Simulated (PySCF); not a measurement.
O⁺: ionisation energy

O⁺ [He] 2s2 2p3 (4S) → O²⁺ [He] 2s2 2p2 (3P), as a difference of total energies. Calculation: PySCF 2.14, in jorge-DZP-DKH (4s2p1d, 15 functions); the spin-free X2C one-electron Hamiltonian (Gaussian nucleus). Correlated levels: valence: 1s2 frozen. The calculations carry no spin-orbit coupling.

```
           method  ionisation energy (eV)  error (eV)
              UHF                  34.751      -0.370
              PBE                  35.468      +0.347
             BP86                  35.470      +0.349
    MP2 (valence)                  35.070      -0.051
SCS-MP2 (valence)                  34.899      -0.222
   CCSD (valence)                  34.858      -0.263
CCSD(T) (valence)                  34.857      -0.264
```

Reference: 35.121 eV (measured; NIST Atomic Spectra Database, ionization energies).

Errors of the correlated levels include the incompleteness of this basis and the frozen core.
